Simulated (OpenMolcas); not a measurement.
Ag2+ (d9) among equal point charges was computed by CASSCF with the d shell active (OpenMolcas, ANO-RCC-VDZP on the metal). Its lowest spin-free states, and all those of the highest spin:

```
2S+1  Degeneracy  E (cm-1)
   2           1       0.0
   2           2      4111
   2           2     11831
```

Problem. Is the site octahedral, tetrahedral or cube-like, axial, or of lower symmetry?

Solution. The states with 2S+1 = 2 have orbital degeneracies 1, 2, 2. There are pairs but no triples, so the site is axial: not cubic, but with a proper or improper axis of order three or more. The run had Ag2+ among 2 point charges of -1.5 e arranged as a linear pair (D∞h), 2.06 Å from the ion.

This is an electrostatic model: the charges have no orbitals. No measured value stands beside these numbers.
